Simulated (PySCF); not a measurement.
## One change at a time: excitation energies

Computed, not measured: TDDFT CAM-B3LYP/def2-SVPD, vertical, gas phase, core orbitals frozen in the response (PySCF 2.14.0, density-fitted response routines). Geometries: GFN2-xTB; one conformer of each isolated species. Triplets are in the Tamm–Dancoff approximation. 'Strongest' means the level of largest summed f among the lowest 8 singlets; it needn't be the same kind of state in each.

Parent: `O=C/C([SiH3])=C\C(F)(F)F`, with lowest singlet excitation energy 3.58 eV, HOMO energy -9.69 eV, oscillator strength of the strongest level 0.36, HOMO–LUMO gap 7.94 eV. Its spectrum: 346 nm (f 0.000); 220 nm (f 0.001); 204 nm (f 0.357); 180 nm (f 0.000); 179 nm (f 0.000).

Shifts from the parent:

```
          change                       SMILES  Δ S1 (eV)  Δ HOMO (eV)  Δ f (strongest)  Δ gap (eV)
C replaced by Si  O=C/C([SiH3])=C\[Si](F)(F)F      +0.31        -0.81            -0.22       +0.32
Si replaced by C          C/C(C=O)=C/C(F)(F)F      +0.04        +0.09            -0.01       +0.15
```

Question: Predict the same shifts for this change: terminal F group replaced by H (`O=C/C([SiH3])=C\C(F)F`).

Answer: Δ lowest singlet excitation energy 0.00 eV, Δ HOMO energy +0.28 eV, Δ oscillator strength of the strongest level 0.00, Δ HOMO–LUMO gap -0.04 eV. Spectrum: 346 nm (f 0.000); 225 nm (f 0.001); 206 nm (f 0.358); 182 nm (f 0.000); 180 nm (f 0.000). No change lowers S1 by more than 0.03 eV, and it rises most with C replaced by Si (+0.31 eV). S1 is simply the lowest singlet of each species and needn't be the same kind of state throughout.

Lowest levels of each derivative:
- `O=C/C([SiH3])=C\C(F)F`: 3.59 eV (f 0.000); 5.50 eV (f 0.001); 6.00 eV (f 0.358)
- `O=C/C([SiH3])=C\[Si](F)(F)F`: 3.89 eV (f 0.000); 5.06 eV (f 0.000); 5.33 eV (f 0.138)
- `C/C(C=O)=C/C(F)(F)F`: 3.63 eV (f 0.000); 5.96 eV (f 0.349); 7.02 eV (f 0.000)
